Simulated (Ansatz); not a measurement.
```xyz
7

C     0.0000    0.0000   -1.2031
C     0.0000    0.0000    0.0000
C     0.0000    0.0000    1.2031
H     0.0000   -0.8618   -1.7249
H     0.0000    0.8618   -1.7249
H    -0.8618    0.0000    1.7249
H     0.8618    0.0000    1.7249
```

Basis set: 6-31G* (spherical functions). Correlated methods keep 3 orbitals frozen. Charge 0, multiplicity 1.

Computed with Ansatz (development build ahead of 0.2.0); each method stands on the lowest determinant of its kind that the runs found. Restricted open shells among the atoms or ions are ROHF, correlated in semicanonical orbitals with singles.

Task: Give the atomization energy at this shape (free ground-state atoms in the same class of orbitals less the molecule, no zero-point energy) of singlet C3H4 by RHF-MP2, RHF.

Result:

```csv
method,atomization energy
RHF-MP2,2587.0 kJ/mol
RHF,2078.9 kJ/mol
```

Caution: no unrestricted run beside it, a lower state can exist; the shape is not the minimum.
